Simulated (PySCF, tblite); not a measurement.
Isomers of [C8H4ClO]- (charge -1), one GFN2-xTB conformer each. Single-point energies are computed at PBE0/pcSseg-1 (PySCF, gas phase, no added dispersion term), electronic only.

| SMILES | GFN2-xTB relative energy (kcal/mol) |
| --- | --- |
| C#Cc1ccc(Cl)cc1[O-] | 0.0 |
| C#Cc1c([O-])cccc1Cl | 1.2 |

Question: What does PBE0/pcSseg-1 give for the same structures?

Answer: 
| SMILES | PBE0/pcSseg-1 E (Eh) | PBE0/pcSseg-1 (kcal/mol) | GFN2-xTB (kcal/mol) | point group |
| --- | --- | --- | --- | --- |
| C#Cc1ccc(Cl)cc1[O-] | -842.01152 | 0.0 | 0.0 | Cs |
| C#Cc1c([O-])cccc1Cl | -842.00696 | 2.9 | 1.2 | Cs |

Both levels put the same isomer lowest. Neighbours under 5.0 kcal/mol apart (C#Cc1ccc(Cl)cc1[O-] and C#Cc1c([O-])cccc1Cl) can change places with a better method, another conformer or zero-point energy.

Question: What happens when harmonic zero-point energies from GFN2-xTB frequencies are added?

Answer: 
```csv
SMILES,ZPE (kcal/mol),electronic (kcal/mol),with ZPE (kcal/mol)
C#Cc1ccc(Cl)cc1[O-],55.1,0.0,0.0
C#Cc1c([O-])cccc1Cl,55.1,2.9,2.9
```

The zero-point energies span 0.0 kcal/mol. The order is unchanged.
